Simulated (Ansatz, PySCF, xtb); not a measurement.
Stretching the Te1–H2 bond in FHTe (SMILES F[TeH]) (multiplicity 1 held, fragments rigid). Energies count from the point at 1.668 Å.
Geometry at that point (charge 0, multiplicity 1):
```csv
atom,x (Å),y (Å),z (Å)
Te,0.1852,-0.0606,0.2005
H,1.3119,-0.3094,-1.0040
F,-1.2157,0.3844,-1.0470
```

Unrestricted levels (U-) break spin symmetry where that is lower. Active spaces are followed from a long bond inwards. Left out are points that failed, MP2 points that dive below the minimum, coupled-cluster points behind a jump of the amplitudes or a sharp parting from full CI or MRCI, small-basis points behind a change of solution, and semi-empirical points at long bonds. Curves can end on different states.

Cores are frozen in the correlated methods. Filled d and f shells under p-block atoms count as core. Rows in 3-21G, LANL2DZ carry no dispersion term and start afresh at each structure; the Pople sets are all-electron and without relativity. LANL2DZ brings its own core potentials from Na on.

Programs: Ansatz (an electronic-structure program); PySCF for 3-21G rows, LANL2DZ rows; xtb for the GFN methods. Values without a source in brackets are computed. In def2 rows elements past Kr take small-core potentials, without spin–orbit coupling. The GFN methods have no spin term and hold the electronic entropy of 300 K.

Energies in kcal/mol.

```json
[
 {"R (Å)": "1.334", "GFN2-xTB": "29.7", "R-HF/3-21G": "40.5", "U-B3LYP/LANL2DZ": "36.4", "FIC-MRCISD+Q on CASSCF(2,2)/def2-TZVPP": "35.5"},
 {"R (Å)": "1.501", "GFN2-xTB": "4.0", "R-HF/3-21G": "8.1", "U-B3LYP/LANL2DZ": "7.4", "FIC-MRCISD+Q on CASSCF(2,2)/def2-TZVPP": "6.5"},
 {"R (Å)": "1.668", "GFN2-xTB": "0.0", "R-HF/3-21G": "0.0", "U-B3LYP/LANL2DZ": "0.0", "FIC-MRCISD+Q on CASSCF(2,2)/def2-TZVPP": "0.0"},
 {"R (Å)": "1.835", "GFN2-xTB": "4.7", "R-HF/3-21G": "3.9", "U-B3LYP/LANL2DZ": "3.3", "FIC-MRCISD+Q on CASSCF(2,2)/def2-TZVPP": "4.5"},
 {"R (Å)": "2.002", "GFN2-xTB": "13.3", "R-HF/3-21G": "13.6", "U-B3LYP/LANL2DZ": "11.6", "FIC-MRCISD+Q on CASSCF(2,2)/def2-TZVPP": "13.7"},
 {"R (Å)": "2.252", "GFN2-xTB": "28.7", "R-HF/3-21G": "32.3", "U-B3LYP/LANL2DZ": "27.4", "FIC-MRCISD+Q on CASSCF(2,2)/def2-TZVPP": "29.7"},
 {"R (Å)": "2.502", "GFN2-xTB": "44.2", "R-HF/3-21G": "52.1", "U-B3LYP/LANL2DZ": "43.2", "FIC-MRCISD+Q on CASSCF(2,2)/def2-TZVPP": "43.9"},
 {"R (Å)": "2.919", "GFN2-xTB": "65.3", "R-HF/3-21G": "82.7", "U-B3LYP/LANL2DZ": "57.8", "FIC-MRCISD+Q on CASSCF(2,2)/def2-TZVPP": "59.5"},
 {"R (Å)": "3.336", "GFN2-xTB": "79.5", "R-HF/3-21G": "107.8", "U-B3LYP/LANL2DZ": "63.0", "FIC-MRCISD+Q on CASSCF(2,2)/def2-TZVPP": "66.5"},
 {"R (Å)": "3.836", "GFN2-xTB": "88.6", "R-HF/3-21G": "130.2", "U-B3LYP/LANL2DZ": "65.1", "FIC-MRCISD+Q on CASSCF(2,2)/def2-TZVPP": "69.3"},
 {"R (Å)": "4.503", "GFN2-xTB": "93.0", "R-HF/3-21G": "left out", "U-B3LYP/LANL2DZ": "left out", "FIC-MRCISD+Q on CASSCF(2,2)/def2-TZVPP": "70.2"},
 {"R (Å)": "5.337", "GFN2-xTB": "left out", "R-HF/3-21G": "left out", "U-B3LYP/LANL2DZ": "left out", "FIC-MRCISD+Q on CASSCF(2,2)/def2-TZVPP": "70.3"}
]
```

Doubts at one or more of the structures used: a restricted determinant that unrestricted orbitals would lower (R-HF/3-21G); a spin-contaminated determinant (U-B3LYP/LANL2DZ).
